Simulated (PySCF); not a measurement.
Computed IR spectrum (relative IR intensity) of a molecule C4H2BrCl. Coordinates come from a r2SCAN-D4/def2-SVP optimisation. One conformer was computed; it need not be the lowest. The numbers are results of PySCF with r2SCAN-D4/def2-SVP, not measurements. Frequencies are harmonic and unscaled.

ν (cm⁻¹): 297 (vw), 449 (vw), 489 (w), 587 (m), 626 (m), 676 (m), 815 (w), 899 (vs), 1052 (w), 1253 (w), 1626 (m), 3161 (w), 3476 (s) (against the strongest line: vs over 80 %, s over 45 %, m over 15 %, w over 4 %, vw less)

### Question
Which molecule gave these data?
(A) C#C/C=C(/Cl)Br
(B) C#C/C(Cl)=C\Br
(C) C#C/C(Br)=C\Cl

### Answer
A, C#C/C=C(/Cl)Br
